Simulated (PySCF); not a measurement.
Delta-SCF ions had no search for a lower state. Excitations are Tamm–Dancoff values on a coarser integration grid. The basis has no diffuse functions, so Rydberg states are missing or too high.

Cartesian coordinates (Å):
```xyz
12

C     -1.7832     1.0319     0.2236
C     -0.6517     0.5472     0.6991
Cl     0.2556     1.4734     1.8716
C     -0.0111    -0.7413     0.3155
Si     1.4969    -0.5550    -0.8061
H     -2.3500     0.4613    -0.4992
H     -2.1687     1.9910     0.5334
H     -0.7420    -1.3551    -0.2145
H      0.2895    -1.2913     1.2096
H      1.1017     0.1574    -2.0397
H      2.5805     0.1881    -0.1343
H      1.9827    -1.9075    -1.1591
```
Charge 0, multiplicity 1.

**Question.** Predict the vertical ionisation energy (Delta-SCF), S1–T1 gap (TDA), dipole moment, HOMO, total energy, S1 excitation (TDA), S1 oscillator strength and brightest of the four lowest singlets (TDA) from TPSSh-D3(BJ)/def2-TZVP // CAM-B3LYP-D3(BJ)/def2-TZVP run with PySCF 2.14.0.

**Answer.** 
```yaml
vertical ionisation energy (Delta-SCF): 9.07 eV
S1–T1 gap (TDA): 2.27 eV
dipole_moment: 1.56 D
HOMO: -6.59 eV
total_energy: -868.3267 Ha
S1 excitation (TDA): 6.43 eV
S1 oscillator strength: 0.006
brightest of the four lowest singlets (TDA): 6.77 eV
```
